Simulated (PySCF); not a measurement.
## Cr⁺: excitation energy

Cr⁺ [Ar] 3d5 (6S) → Cr⁺ [Ar] 3d4 4s1 (6D), as a difference of total energies. Computed with PySCF 2.14 in aug-cc-pVTZ-DK (8s7p5d3f2g, 93 functions), with the spin-free X2C one-electron Hamiltonian (Gaussian nucleus). Correlated levels: valence: [Ar] frozen. The calculations carry no spin-orbit coupling.

| method | excitation energy (eV) | error (eV) |
| --- | --- | --- |
| UHF | 0.765 | -0.757 |
| MP2 (valence) | 1.384 | -0.138 |
| SCS-MP2 (valence) | 0.971 | -0.551 |
| CCSD (valence) | 1.350 | -0.172 |
| CCSD(T) (valence) | 1.374 | -0.148 |

Reference: 1.522 eV (measured; NIST levels, between the centres of gravity of the two terms).

Errors of the correlated levels include the incompleteness of this basis and the frozen core.
